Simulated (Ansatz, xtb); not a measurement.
Two conformers of C4H11Al

We compare I, `CC[CH2][AlH][CH3]`, a singlet, with II, `CC[CH2][AlH][CH3]`, a singlet. Both are isolated molecules in the gas phase, relaxed with PBE0-D3(BJ)/def2-SVP.

I (Å):

```xyz
16

C    -0.5371    2.2563    2.2508
C    -0.4502    0.7587    2.5044
C     0.1338   -0.0093    1.3173
C    -0.1204   -0.3073   -2.1010
Al   -0.9178    0.0478   -0.3469
H    -0.9492    2.7999    3.1148
H     0.4562    2.6818    2.0321
H    -1.1895    2.4795    1.3873
H     0.1507    0.5835    3.4150
H    -1.4593    0.3749    2.7374
H     0.2502   -1.0816    1.5740
H     1.1646    0.3345    1.1068
H    -2.4872    0.3487   -0.2610
H    -0.6775   -1.0887   -2.6459
H    -0.1707    0.5964   -2.7345
H     0.9357   -0.6155   -2.0497
```

II (Å):

```yaml
atoms:
  - { symbol: C, position_ang: [0.4135, 0.9566, -0.6851] }
  - { symbol: C, position_ang: [1.3121, -0.1750, -0.2085] }
  - { symbol: C, position_ang: [0.6093, -1.5337, -0.2060] }
  - { symbol: C, position_ang: [-1.2469, -0.5002, 2.5062] }
  - { symbol: Al, position_ang: [-0.9140, -1.7411, 1.0253] }
  - { symbol: H, position_ang: [0.9372, 1.9249, -0.6933] }
  - { symbol: H, position_ang: [-0.4708, 1.0706, -0.0335] }
  - { symbol: H, position_ang: [0.0464, 0.7685, -1.7075] }
  - { symbol: H, position_ang: [2.2141, -0.2069, -0.8459] }
  - { symbol: H, position_ang: [1.6791, 0.0601, 0.8066] }
  - { symbol: H, position_ang: [1.3260, -2.3378, 0.0566] }
  - { symbol: H, position_ang: [0.2774, -1.7954, -1.2291] }
  - { symbol: H, position_ang: [-1.8883, -2.9943, 0.8359] }
  - { symbol: H, position_ang: [-0.4345, 0.2281, 2.6588] }
  - { symbol: H, position_ang: [-1.4069, -1.0379, 3.4562] }
  - { symbol: H, position_ang: [-2.1725, 0.0750, 2.3238] }
```

Question: Which of the two would you expect CCSD(T)/def2-SVP + ΔMP2/def2-TZVPP electronic energies to favour?

Answer: Too close to call at this level: CCSD(T)/def2-SVP + ΔMP2/def2-TZVPP gives E(II) − E(I) = −0.010 eV.

How the difference moves with the method:

| level | geometry | E(II) − E(I) (eV) | departure from the last row (eV) | job, with rough time for the two |
| --- | --- | --- | --- | --- |
| PBE0-D3(BJ)/def2-SVP | PBE0-D3(BJ)/def2-SVP | −0.010 | 0.000 | optimisation, 2.6 min |
| HF/def2-SVP | PBE0-D3(BJ)/def2-SVP | +0.006 | +0.016 | part of the CCSD(T) run |
| MP2/def2-SVP | PBE0-D3(BJ)/def2-SVP | −0.010 | +0.001 | part of the CCSD(T) run |
| CCSD(T)/def2-SVP | PBE0-D3(BJ)/def2-SVP | −0.008 | +0.002 | single point |
| CCSD(T)/def2-SVP + ΔMP2/def2-TZVPP | PBE0-D3(BJ)/def2-SVP | −0.010 |  | single point, 51 s |

The largest departure from CCSD(T)/def2-SVP + ΔMP2/def2-TZVPP is that of HF/def2-SVP, 0.016 eV. Levels run at GFN2-xTB geometries aren't shown. The last row adds to CCSD(T) the change of the MP2 difference between the two basis sets, here −0.002 eV.

With harmonic frequencies from PBE0-D3(BJ)/def2-SVP (ideal gas, rigid rotor, one conformer each, 298.15 K, 1 atm): on the last row, ΔE + ΔZPE = −0.006 eV. A mode under 50 cm⁻¹ makes harmonic enthalpies and free energies unreliable, so none is given.

The correlated steps freeze 9 core orbitals. Run with Ansatz 0.2.0; the last row on 2 threads of Arm Neoverse V2 on a shared host.
